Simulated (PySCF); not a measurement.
Species: C₆H₈O₂.
Cartesian coordinates in Å at the GFN2-xTB level; atoms count from 1:
```xyz
16
C6H8O2 angstrom
C      2.5792    0.2938   -0.5124
O      1.3846   -0.1689   -1.1105
C      0.2640   -0.0739   -0.3907
C      0.0633    0.4045    0.8505
C     -1.3384    0.3010    1.2153
O     -1.8577    0.6381    2.2542
C     -2.0716   -0.3240    0.0297
C     -1.0011   -0.5696   -1.0320
H      3.3663    0.1323   -1.2463
H      2.5096    1.3582   -0.2727
H      2.8027   -0.2672    0.3990
H      0.7954    0.8152    1.5204
H     -2.5606   -1.2416    0.3551
H     -2.8514    0.3577   -0.3083
H     -0.9005   -1.6241   -1.2928
H     -1.1913   -0.0227   -1.9566
```

Level of theory: PySCF, TDDFT CAM-B3LYP/def2-SVPD, vertical, gas phase, core orbitals frozen in the response.

Kohn–Sham orbitals with the atoms that hold most of them (Löwdin shares over 4%, at most four atoms; ? is withheld):

| orbital | ε (eV) | atoms |
| --- | --- | --- |
| HOMO-3 | -11.65 | O2 38%, C3 12%, C8 11%, C1 11% |
| HOMO-2 | -11.05 | O2 19%, O6 16%, C7 14%, C8 9% |
| HOMO-1 | -8.58 | C4 31%, C3 18%, O2 16%, O6 15% |
| HOMO | ? | ? |
| LUMO | 0.32 | ? |
| LUMO+1 | 1.10 | C1 28%, H9 9%, H11 9%, H10 9% |
| LUMO+2 | 1.62 | C8 15%, C7 12%, C1 9%, H16 9% |

**Question.** Give the leading atoms of the HOMO.

**Answer.** O6 (bonded to C) 62%; C5 (bonded to 2 C and O) 12%; C7 (bonded to 2 C and 2 H) 11%; C4 (bonded to 2 C and H) 8%. By element: oxygen 62% or more, carbon 32% or more.

**Question.** Give the leading atoms of the LUMO.

**Answer.** C3 (bonded to 2 C and O) 25%; C5 (bonded to 2 C and O) 22%; O6 (bonded to C) 20%; C4 (bonded to 2 C and H) 11%. By element: carbon 58% or more, oxygen 20% or more.

**Question.** What is the HOMO energy, and the HOMO–LUMO gap?

**Answer.** ε(HOMO) = -8.42 eV; the gap is 8.74 eV (0.3211 hartree).

**Question.** The HOMO–LUMO gap is 8.74 eV. Where does the response calculation put the lowest singlet, and from which orbitals?

**Answer.** S1 is at 4.36 eV (f = 0.0002), 4.38 eV below the gap, made of HOMO→LUMO (92%). 

**Question.** One configuration dominates each of S1, S2 and S3. Which, and how do the shares of the two leading atoms of either orbital change from the occupied to the empty one?

**Answer.** 
- S1 (4.36 eV, f 0.0002), HOMO→LUMO (92%): O6 62% → 20%, C5 12% → 22%, C3 at most 7% → 25%
- S2 (6.04 eV, f 0.425), HOMO-1→LUMO (95%): C4 31% → 11%, C3 18% → 25%, C5 at most 16% → 22%
- S3 (6.88 eV, f 0.014), HOMO-1→LUMO+1 (84%): C4 31% → at most 9%, C3 18% → at most 9%, C1 at most 16% → 28%, H9 at most 16% → 9%

Löwdin shares depend on the basis, the more so with diffuse functions.

One conformer stands for the species.
